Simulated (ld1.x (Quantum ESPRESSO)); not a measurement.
## u(r) = r·R(r): atom against pseudo-atom (oxygen)

Columns: radius, all-electron u(r) and pseudo u(r) of the 2s shell (level -23.81 eV) of oxygen in the configuration [He] 2s2 2p4; PBEsol, scalar-relativistic, TM scheme, ld1.x (Quantum ESPRESSO) 7.5.

```csv
r (bohr),all-electron,pseudo
0.093,0.4192,-0.0846
0.185,0.2886,-0.1781
0.278,-0.0050,-0.2922
0.370,-0.3017,-0.4303
0.463,-0.5515,-0.5886
0.555,-0.7350,-0.7402
0.648,-0.8585,-0.8586
0.740,-0.9287,-0.9287
0.833,-0.9582,-0.9582
0.925,-0.9568,-0.9568
1.018,-0.9332,-0.9332
1.110,-0.8949,-0.8949
1.203,-0.8465,-0.8465
1.295,-0.7930,-0.7930
1.388,-0.7364,-0.7364
1.480,-0.6800,-0.6800
1.573,-0.6239,-0.6239
1.665,-0.5705,-0.5705
1.758,-0.5193,-0.5193
1.850,-0.4716,-0.4716
1.943,-0.4267,-0.4267
2.035,-0.3856,-0.3856
2.128,-0.3474,-0.3474
2.220,-0.3128,-0.3128
2.313,-0.2810,-0.2810
2.405,-0.2523,-0.2523
```

(1) How many radial nodes do the two functions have?

(2) At about which radius was the pseudo-wave matched?

(3) Is the pseudo-wave norm-conserving?

Answers

(1) The all-electron 2s function has n − l − 1 = 1; the pseudo-wave has 0, since the states of the same l below it are removed with the core.

(2) 0.75 bohr. The columns agree to 0.0005 from 0.65 bohr on; several derivatives are matched, so the curves merge somewhat inside the radius.

(3) Yes: the TM scheme keeps the norm inside the radius equal to the all-electron one, which fixes the energy derivative of the logarithmic derivative at the level.
